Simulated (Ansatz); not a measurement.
The molecule CrF, multiplicity 6 (the spin of the measured ground state). No spin–orbit coupling. Cr is treated without relativity. The T1 diagnostic near the minimum is 0.073, so single-reference values are doubtful.

| level | bond energy D_e (eV) |
|---|---|
| SVWN5/def2-TZVPP | 5.918 |
| PBE/def2-TZVPP | 5.149 |
| r2SCAN/def2-TZVPP | 4.930 |
| B97M-V/def2-TZVPP | 4.684 |
| B3LYP/def2-TZVPP | 4.927 |
| PBE0/def2-TZVPP | 4.702 |
| BHLYP/def2-TZVPP | 4.532 |
| CAM-B3LYP/def2-TZVPP | 5.072 |
| wB97X-V/def2-TZVPP | 5.054 |
| wB97M-V/def2-TZVPP | 4.927 |
| CCSD/def2-TZVPP | 4.553 |
| CCSD/def2-QZVPP | 4.751 |
| CCSD(T)/def2-TZVPP | 4.702 |
| CCSD(T)/def2-QZVPP | 4.906 |

The rows run from 4.532 (BHLYP/def2-TZVPP) to 5.918 eV (SVWN5/def2-TZVPP). From def2-TZVPP to def2-QZVPP CCSD(T) changes by 0.204. The 10 functionals in def2-TZVPP without D3 or D4 span 1.386, from BHLYP to SVWN5.

D_e counts from the fitted minimum to each atom's lowest state at the same level, without counterpoise.

Correlated levels freeze the inner cores; with def2 sets outer-core shells near the valence are correlated too.

Doubts at one or more of the structures used: T1 above 0.05 (CCSD/def2-TZVPP, CCSD/def2-QZVPP, CCSD(T)/def2-TZVPP, CCSD(T)/def2-QZVPP).

Run with Ansatz (Gaussian orbitals). Each number belongs to the level named beside it.

Ansatz is a first-principles code.
